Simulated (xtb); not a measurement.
C₄H₉Cl₃Sn, charge +1, doublet, geometry from GFN2-xTB (such geometries of metal compounds can be far from the true shape) (a state made from the parent by changing its charge; the spin is typed, not shown lowest); GFN2-xTB with GBSA(water) (xtb).

Here is a job for xtb.
```
$ xtb mol.xyz --gfn 2 --chrg 1 --uhf 1 --gbsa water --json

# file mol.xyz
17

C     -4.42938969    -0.28249207    -0.28852602
C     -2.99359850    -0.38649328    -0.77681013
C     -2.25064595    -1.56577440    -0.16066049
C     -0.91631587    -1.85344683    -0.66075190
Sn     0.71012709     0.04566239     0.05704860
Cl     0.42290503     1.66408285    -1.61357812
Cl    -0.18269003     0.77482334     2.09647737
Cl     2.93970276    -0.59732947     0.26558710
H     -5.02666162    -1.12366116    -0.63363030
H     -4.88882938     0.62304862    -0.67480290
H     -4.47234402    -0.24992164     0.79701834
H     -2.45940790     0.52995594    -0.49068322
H     -2.97259775    -0.44795573    -1.86694027
H     -2.28843996    -1.53549141     0.93501567
H     -2.82374603    -2.47976949    -0.41820235
H     -0.35901484    -2.65012005    -0.18186362
H     -0.73421529    -1.72676902    -1.72211863
```

Output, abridged:

```
   ID    Z sym.   atoms
    1    6 C      1-4
    2   50 Sn     5
    3   17 Cl     6-8
    4    1 H      9-17

           -------------------------------------------------
          |                Calculation Setup                |
           -------------------------------------------------

           -------------------------------------------------
          |                 G F N 2 - x T B                 |
           -------------------------------------------------

      * Solvation model:               GBSA
        Solvent                        water
        Parameter file                 internal GFN2-xTB/GBSA
        Dielectric constant                8.0200E+01
        Reference state                gsolv [1 M gas/solution]
        Free energy shift                  1.8574E-03 Eh       1.1656E+00 kcal/mol
        Temperature                        2.9815E+02 K
        Density                            1.0000E+00 kg/L
        Solvent mass                       1.8000E+01 g/mol
        Interaction kernel             Still
        Born radius scaling (c1)           1.5524E+00
        Born radii integrator          GBOBC
        Born offset                        2.4628E-02 a0       4.6540E-02 AA
        H-bond correction              true
        Ion screening                  false
        Surface tension                    1.0000E-05 Eh       1.5569E+01 dyn/cm
        Grid points                               230 per atom

          ...................................................
          :                      SETUP                      :
          :.................................................:
          :  # basis functions                  65          :
          :  # atomic orbitals                  61          :
          :  # shells                           29          :
          :  # electrons                        49          :
          :  max. iterations                   250          :
          :  Hamiltonian                  GFN2-xTB          :
          :  restarted?                      false          :
          :  GBSA solvation                   true          :
          :  PC potential                    false          :
          :  electronic temp.          300.0000000     K    :
          :  accuracy                    1.0000000          :
          :  -> integral cutoff          0.2500000E+02      :
          :  -> integral neglect         0.1000000E-07      :
          :  -> SCF convergence          0.1000000E-05 Eh   :
          :  -> wf. convergence          0.1000000E-03 e    :
          :  Broyden damping             0.4000000          :
          :  net charge                          1          :
          :  unpaired electrons                  1          :
          ...................................................

 iter      E             dE          RMSdq      gap      omega  full diag
   1    -26.5120227 -0.265120E+02  0.925E+00    2.32       0.0  T
   2    -24.6754139  0.183661E+01  0.137E+01    5.80       1.0  T
   3    -28.6286038 -0.395319E+01  0.483E+00    1.73       1.0  T
   4    -28.7128249 -0.842211E-01  0.404E+00    1.70       1.0  T
   5    -28.7891654 -0.763405E-01  0.189E+00    1.80       1.0  T
   6    -28.7974333 -0.826793E-02  0.141E+00    1.58       1.0  T
   7    -28.8122910 -0.148577E-01  0.675E-01    1.73       1.0  T
   8    -28.8153495 -0.305853E-02  0.574E-01    1.68       1.0  T
   9    -28.8158818 -0.532290E-03  0.288E-01    1.68       1.0  T
  10    -28.8163219 -0.440086E-03  0.925E-02    1.67       1.0  T
  11    -28.8163578 -0.359059E-04  0.756E-02    1.66       1.0  T
  12    -28.8163393  0.184850E-04  0.732E-02    1.66       1.0  T
  13    -28.8163399 -0.584130E-06  0.765E-02    1.66       1.0  T
  14    -28.8163673 -0.274015E-04  0.336E-02    1.67       1.0  T
  15    -28.8163736 -0.627078E-05  0.181E-02    1.67       1.3  T
  16    -28.8163744 -0.848635E-06  0.117E-02    1.67       2.1  T
  17    -28.8163751 -0.642805E-06  0.701E-03    1.67       3.5  T
  18    -28.8163748  0.248107E-06  0.964E-03    1.67       2.5  T
  19    -28.8163754 -0.538382E-06  0.211E-03    1.67      11.5  T
  20    -28.8163754 -0.164557E-07  0.916E-04    1.67      26.5  T
  21    -28.8163754 -0.335437E-08  0.270E-04    1.67      89.8  T

   *** convergence criteria satisfied after 21 iterations ***

         :::::::::::::::::::::::::::::::::::::::::::::::::::::
         ::                     SUMMARY                     ::
         :::::::::::::::::::::::::::::::::::::::::::::::::::::
         :: total energy             -28.611973306208 Eh    ::
         :: total w/o Gsasa/hb       -28.607664108036 Eh    ::
         :: gradient norm              0.022497179364 Eh/a0 ::
         :: HOMO-LUMO gap              1.665916490371 eV    ::
         ::.................................................::
         :: SCC energy               -28.816275358108 Eh    ::
         :: -> isotropic ES            0.084510147238 Eh    ::
         :: -> anisotropic ES         -0.024459880332 Eh    ::
         :: -> anisotropic XC          0.004783999418 Eh    ::
         :: -> dispersion             -0.014087096462 Eh    ::
         :: -> Gsolv                  -0.093375770638 Eh    ::
         ::    -> Gelec               -0.089066572465 Eh    ::
         ::    -> Gsasa               -0.002191742622 Eh    ::
         ::    -> Ghb                 -0.003974898677 Eh    ::
         ::    -> Gshift               0.001857443127 Eh    ::
         :: repulsion energy           0.204302051900 Eh    ::
         :: add. restraining           0.000000000000 Eh    ::
         :: total charge               1.000000000000 e     ::
         :::::::::::::::::::::::::::::::::::::::::::::::::::::

           -------------------------------------------------
          |                Property Printout                |
           -------------------------------------------------

    * Orbital Energies and Occupations

         #    Occupation            Energy/Eh            Energy/eV
      -------------------------------------------------------------
         1        2.0000           -1.0779895             -29.3336
       ...           ...                  ...                  ...
        13        2.0000           -0.4926108             -13.4046
        14        2.0000           -0.4901000             -13.3363
        15        2.0000           -0.4819254             -13.1139
        16        2.0000           -0.4727848             -12.8651
        17        2.0000           -0.4681576             -12.7392
        18        2.0000           -0.4668476             -12.7036
        19        2.0000           -0.4657736             -12.6743
        20        2.0000           -0.4592239             -12.4961
        21        2.0000           -0.4588026             -12.4847
        22        2.0000           -0.4560543             -12.4099
        23        2.0000           -0.4473381             -12.1727
        24        1.9997           -0.4375750             -11.9070
        25        1.0003           -0.4223174             -11.4918 (HOMO)
        26                         -0.3610961              -9.8259 (LUMO)
        27                         -0.1623913              -4.4189
        28                         -0.1350894              -3.6760
        29                         -0.1216571              -3.3105
        30                         -0.0613313              -1.6689
        31                         -0.0501359              -1.3643
        32                         -0.0095343              -0.2594
        33                         -0.0093871              -0.2554
        34                         -0.0082645              -0.2249
        35                         -0.0076738              -0.2088
        36                         -0.0076133              -0.2072
       ...                                ...                  ...
        61                          0.7322818              19.9264
      -------------------------------------------------------------
                  HL-Gap            0.0612213 Eh            1.6659 eV
             Fermi-level           -0.4108264 Eh          -11.1792 eV

     #   Z          covCN         q      C6AA      α(0)
     1   6 C        3.752    -0.136    23.181     6.866
     2   6 C        3.800    -0.080    22.019     6.681
     3   6 C        3.805    -0.085    22.119     6.695
     4   6 C        3.389    -0.053    25.496     7.836
     5  50 Sn       2.981     0.476   367.894    37.776
     6  17 Cl       0.806    -0.121   102.820    15.512
     7  17 Cl       0.806    -0.118   102.731    15.505
     8  17 Cl       0.807    -0.123   102.884    15.517
     9   1 H        0.925     0.078     1.997     2.210
    10   1 H        0.925     0.064     2.148     2.292
    11   1 H        0.925     0.071     2.076     2.253
    12   1 H        0.923     0.138     1.472     1.898
    13   1 H        0.924     0.116     1.649     2.008
    14   1 H        0.924     0.176     1.229     1.734
    15   1 H        0.922     0.258     0.848     1.440
    16   1 H        0.925     0.165     1.292     1.778
    17   1 H        0.925     0.173     1.245     1.745

 Mol. C6AA /au·bohr⁶  :       6327.122243
 Mol. C8AA /au·bohr⁸  :     302442.939046
 Mol. α(0) /au        :        129.744987

Wiberg/Mayer (AO) data.
largest (>0.10) Wiberg bond orders for each atom

 ---------------------------------------------------------------------------
     #   Z sym  total        # sym  WBO       # sym  WBO       # sym  WBO
 ---------------------------------------------------------------------------
     1   6 C    3.979 --     2 C    1.029    10 H    0.977    11 H    0.977
                             9 H    0.960
     2   6 C    3.972 --     1 C    1.029     3 C    1.010    13 H    0.937
                            12 H    0.874
     3   6 C    3.965 --     4 C    1.233     2 C    1.010    14 H    0.882
                            15 H    0.743
     4   6 C    3.866 --     3 C    1.233    16 H    0.927    17 H    0.921
                             5 Sn   0.266    15 H    0.102     8 Cl   0.101
     5  50 Sn   2.959 --     8 Cl   0.845     7 Cl   0.839     6 Cl   0.828
                             4 C    0.266
     6  17 Cl   1.293 --     5 Sn   0.828     7 Cl   0.163     8 Cl   0.157
     7  17 Cl   1.321 --     5 Sn   0.839     6 Cl   0.163     8 Cl   0.156
     8  17 Cl   1.260 --     5 Sn   0.845     6 Cl   0.157     7 Cl   0.156
                             4 C    0.101
     9   1 H    0.978 --     1 C    0.960
    10   1 H    0.993 --     1 C    0.977
    11   1 H    0.992 --     1 C    0.977
    12   1 H    0.971 --     2 C    0.874
    13   1 H    0.984 --     2 C    0.937
    14   1 H    0.965 --     3 C    0.882
    15   1 H    0.898 --     3 C    0.743     4 C    0.102
    16   1 H    0.972 --     4 C    0.927
    17   1 H    0.970 --     4 C    0.921
 ---------------------------------------------------------------------------

Topologies differ in total number of bonds
Writing topology from bond orders to xtbtopo.mol

molecular dipole:
                 x           y           z       tot (Debye)
 q only:       -3.777      -3.002      -0.946
   full:       -2.769      -2.529      -0.757       9.724
molecular quadrupole (traceless):
                xx          xy          yy          xz          yz          zz
 q only:       12.520      13.984       0.901       4.313       3.843     -13.421
  q+dip:       13.446      15.029      -0.035       5.208       3.908     -13.412
   full:       12.778      15.479       1.177       5.108       4.347     -13.955

           -------------------------------------------------
          | TOTAL ENERGY              -28.611973306208 Eh   |
          | GRADIENT NORM               0.022497179364 Eh/α |
          | HOMO-LUMO GAP               1.665916490371 eV   |
           -------------------------------------------------

normal termination of xtb
```
